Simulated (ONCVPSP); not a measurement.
What one change does to a pseudopotential (barium (Ba), ONCV)

ONCVPSP 4.0.1 input, shortened (lines: element, Z, core and valence counts, functional; n l f; lmax; l rc ep ncon nbas qcut; lloc lpopt rc5 dvloc0; l nproj debl; icmod fcfact rcfact), LDA (Perdew-Wang 92), fully relativistic:

```
  Ba 56.00    9    3  -001012      upf
    1    0    2.00
    2    0    2.00
    2    1    6.00
    3    0    2.00
    3    1    6.00
    3    2   10.00
    4    0    2.00
    4    1    6.00
    4    2   10.00
    5    0    2.00
    5    1    6.00
    6    0    1.00
    2
    0    2.95    0.00    4    8    3.20
    1    2.00    0.00    4    8    4.60
    2    2.90    0.21    5    9    2.90
    4    5    1.45    0.00
    0    2    1.40
    1    2    2.80
    2    2    0.60
    3    3.50    1.10
```

Open shells are filled in proportion to 2j + 1.

In the d channel the program set the typed energies aside and used 0.050, 0.650 Ha (j = l + 1/2; the other j can differ).

All-electron outer shells of the reference configuration (LDA (PZ), scalar-relativistic, ld1.x):

| shell | level (eV) | outermost node (bohr) | outermost maximum (bohr) |
| --- | --- | --- | --- |
| 5s | -39.54 | 0.80 | 1.47 |
| 5p | -24.49 | 0.86 | 1.67 |
| 6s | -7.82 | 1.95 | 3.81 |

Change: core correction none.

Cutoffs: the cutoffs (Ha) at which the residual kinetic energy of the hardest occupied pseudo-wave falls to 1 and 0.1 mHa per electron; they do not see the model core or the augmentation charge, which bear on the density cutoff. Errors are all-electron minus pseudo energies relative to the spin-unpolarised reference configuration.

Q: How do hardness, ghosts and transferability respond?

A: The potential gets neither clearly harder nor softer (10 Ha and 43 Ha → 10 Ha and 43 Ha); both files keep a bound ghost (s); of the 4 tests that both files solve, the error grows in 0 and shrinks in 2 by more than 15 % and 0.3 meV (median size 0.7 → 0.5 meV).

| quantity | base | changed |
| --- | --- | --- |
| cutoff, loose | 10 Ha | 10 Ha |
| cutoff, tight | 43 Ha | 43 Ha |
| bound ghosts | s | s |
| GHOST(+) flags under 300 eV | p3/2 at 128.8 eV, p1/2 at 133.7 eV | p3/2 at 128.8 eV, p1/2 at 133.7 eV |
| error for 5s2 5p6 6s2, meV [ΔE -5.54 eV] | -1.1 | -0.8 |
| error for 5s2 5p6 6s0, meV [ΔE 10.16 eV] | -2.2 | -1.6 |
| error for 5s2 5p6 6s1.5, meV [ΔE -3.33 eV] | -0.4 | -0.3 |
| error for 5s2 5p6 5d1 6s1, meV [ΔE -4.19 eV] | -0.3 | 0.0 |
| s: phases at 3.00 bohr within 0.05 rad from the reference energy up to (Ha; the scan ends near 5) | 2.5 | 2.5 |
| p3/2: phases at 2.03 bohr within 0.05 rad from the reference energy up to (Ha; the scan ends near 5) | 3.1 | 3.1 |
| p1/2: phases at 2.03 bohr within 0.05 rad from the reference energy up to (Ha; the scan ends near 5) | 3.0 | 3.0 |
| d5/2: phases at 2.94 bohr within 0.05 rad from the reference energy up to (Ha; the scan ends near 5) | 3.8 | 3.8 |
| d3/2: phases at 2.94 bohr within 0.05 rad from the reference energy up to (Ha; the scan ends near 5) | 3.9 | 3.9 |

 A true bound ghost makes a file unfit for plane-wave use even where its test errors are small: the radial tests pick states by their node count and pass the ghost by.
